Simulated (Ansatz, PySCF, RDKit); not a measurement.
Torsion O1–Si2–Si3–H5 in H4OSi2 (SMILES O[Si][SiH3]); at each angle all else is relaxed with GFN2-xTB, and the levels are single points there.
Geometry at 60° (charge 0, multiplicity 1):
```xyz
7

O      2.269    -0.227    -0.006
Si     0.981    -1.226     0.010
Si    -0.954     0.019     0.011
H      2.318     0.730    -0.026
H     -1.272     0.958    -1.083
H     -1.237     0.834     1.208
H     -2.038    -0.976    -0.030
```

On the grid 0° to 120°, 40° is the highest and 60° the lowest point at MP2/CBS(cc-pV(T+d)Z, cc-pV(Q+d)Z) + ΔCCSD(T)/cc-pV(T+d)Z.

Cores are frozen in the correlated methods. Rows in 6-31G* carry no dispersion term and start afresh at each structure (6-31G* with six Cartesian d functions). MP2/6-31G* freezes PySCF's default core.

Run with Ansatz (Gaussian orbitals); PySCF for 6-31G* rows, the dispersion terms; RDKit for the force fields. 

```tsv
level	energy at 40° less that at 60° (meV)
MMFF94	46.9
HF/6-31G*	20.7
SVWN5/def2-TZVPP	-3.8
r2SCAN-D3(BJ)/def2-TZVPP	-0.1
B3LYP/6-31G*	8.5
M06-2X/6-31G*	9.6
MP2/6-31G*	[?]
MP2/cc-pV(T+d)Z	8.9
SCS-MP2/cc-pV(D+d)Z	[?]
```

**Question.** Fill in the missing entries.

**Answer.** 
- MP2/6-31G*, energy at 40° less that at 60° (meV): 13.5
- SCS-MP2/cc-pV(D+d)Z, energy at 40° less that at 60° (meV): 12.1

Ansatz is a program for electronic structure.
